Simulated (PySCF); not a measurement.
Run record: geometry optimisation, `C[N+]1(C)CCC[C@H]1[O][GeH3]`.

Computed with PBE0-D3(BJ)/def2-SVP geometry optimisation, gas phase (PySCF 2.14.0). Start geometry: GFN2-xTB. A driver script takes a list of jobs; this job's settings line and coordinates (Å) are shown.

Input:
```
{"job": {"xc": "PBE0", "basis": "def2-SVP", "d3": "d3bj", "grid": 1, "kind": "geom"}, "charge": 1, "multiplicity": 1}
C     -1.063215    -0.817184     1.253362
N     -0.890521    -0.318712    -0.122220
C     -1.298463    -1.366034    -1.067003
C     -1.626785     0.950581    -0.316036
C     -0.748844     2.041732     0.310149
C      0.668648     1.447970     0.343717
C      0.560394     0.093184    -0.361526
O      1.377639    -0.897620     0.090978
Ge     3.178824    -1.031085    -0.103499
H     -0.845662    -0.031290     1.970527
H     -0.378600    -1.646080     1.421279
H     -2.086718    -1.157469     1.392477
H     -2.334809    -1.647212    -0.890118
H     -0.659994    -2.237720    -0.930690
H     -1.197091    -1.011506    -2.091292
H     -2.615861     0.886492     0.135795
H     -1.744106     1.121535    -1.387247
H     -0.789079     2.949133    -0.288200
H     -1.088806     2.300267     1.311440
H      1.395315     2.075771    -0.169333
H      1.024651     1.292724     1.362427
H      0.645067     0.229939    -1.450237
H      3.432261    -0.927181    -1.576494
H      3.764916     0.104787     0.674411
H      3.309903    -2.380877     0.496468
```

Output:
```
step   0  E = -2443.82492961  max force = 0.018739
step   1  E = -2443.82891351  max force = 0.012093
step   2  E = -2443.82933849  max force = 0.002536
step   3  E = -2443.82939589  max force = 0.001457
step   4  E = -2443.82942771  max force = 0.000751
step   5  E = -2443.82944691  max force = 0.001129
step   6  E = -2443.82946852  max force = 0.001057
step   7  E = -2443.82949177  max force = 0.000771
step   8  E = -2443.82951066  max force = 0.000393
step   9  E = -2443.82951993  max force = 0.000333
optimisation converged
```

Energies in Eh; «max force» is the largest Cartesian gradient component in Eh/bohr.

Question: How much energy does the optimisation release, in kcal/mol?

Answer: E(step 0) − E(last step) = 0.004590 Eh, which is 2.9 kcal/mol.

Question: Give the first gradient maximum in eV/Å.

Answer: With 1 Eh/bohr = 51.422 eV/Å, 0.964 eV/Å.

Main results: final energy -2443.82952 Eh after 9 steps.

Question: Where do the atoms end?

Answer: 0.143 Å rms from the input after alignment:
```
atom  x, y, z in Å
C1    -1.6965   -0.8893    1.4348
N2    -1.4258   -0.4380    0.0431
C3    -1.7838   -1.5188   -0.9021
C4    -2.1197    0.8547   -0.2497
C5    -1.2678    1.9334    0.4230
C6     0.1323    1.3136    0.5730
C7     0.0604   -0.0459   -0.1147
O8     0.8210   -1.0455    0.3834
Ge9    2.5850   -1.2836   -0.0553
H10   -1.4940   -0.0734    2.1367
H11   -1.0386   -1.7355    1.6585
H12   -2.7502   -1.1847    1.5047
H13   -2.8454   -1.7696   -0.7848
H14   -1.1612   -2.3928   -0.6757
H15   -1.5928   -1.1805   -1.9282
H16   -3.1587    0.7963    0.0999
H17   -2.1311    0.9663   -1.3429
H18   -1.2654    2.8427   -0.1918
H19   -1.6830    2.2196    1.3989
H20    0.9220    1.9258    0.1169
H21    0.4118    1.1623    1.6258
H22    0.1691    0.0738   -1.2127
H23    2.6227   -1.1846   -1.5873
H24    3.3561   -0.1493    0.6277
H25    2.8735   -2.6717    0.5045
```

The run took about 14 min of CPU time (one thread, shared machine).
Labels such as C1 count atoms from 1, the log's own numbers from 0.
